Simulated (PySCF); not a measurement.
SMILES Cl[Si](Cl)(Cl)CCBr (C2H4BrCl3Si), GFN2-xTB optimised geometry.

```
11

Cl     2.25    -0.08    -1.86
Si     1.50    -0.14     0.00
Cl     2.09    -1.85     0.91
Cl     2.15     1.44     1.08
C     -0.42    -0.14     0.00
C     -1.07     1.23     0.00
Br    -0.68     2.22    -1.64
H     -0.79    -0.70    -0.86
H     -0.78    -0.67     0.89
H     -0.70     1.85     0.82
H     -2.15     1.16     0.05
```

Density from PySCF with CAM-B3LYP/def2-TZVP at that geometry.

Minimum of the electron density along straight lines between bonded atoms, close to the bond critical point (lines longer than 1.1 times the sum of covalent radii, or with two minima, are not listed):

```csv
bond,length / Å,ρ at the minimum / e bohr⁻³,∇²ρ there / e bohr⁻⁵,position (fraction from the first atom)
Cl1–Si2,2.011,0.110,0.25,0.64
Si2–Cl3,2.026,0.107,0.24,0.36
Si2–Cl4,2.020,0.108,0.24,0.37
Si2–C5,1.922,?,0.06,0.39
C5–C6,1.519,0.250,?,0.49
C6–Br7,1.954,0.149,?,0.44
C5–H8,1.092,0.277,-0.94,0.64
C5–H9,1.093,0.275,-0.93,0.64
C6–H10,1.089,0.288,-1.03,0.65
C6–H11,1.090,0.287,-1.02,0.65
```

What belongs in the gaps?


- Si2–C5, ρ at the minimum / e bohr⁻³: 0.122
- C5–C6, ∇²ρ there / e bohr⁻⁵: -0.62
- C6–Br7, ∇²ρ there / e bohr⁻⁵: -0.15
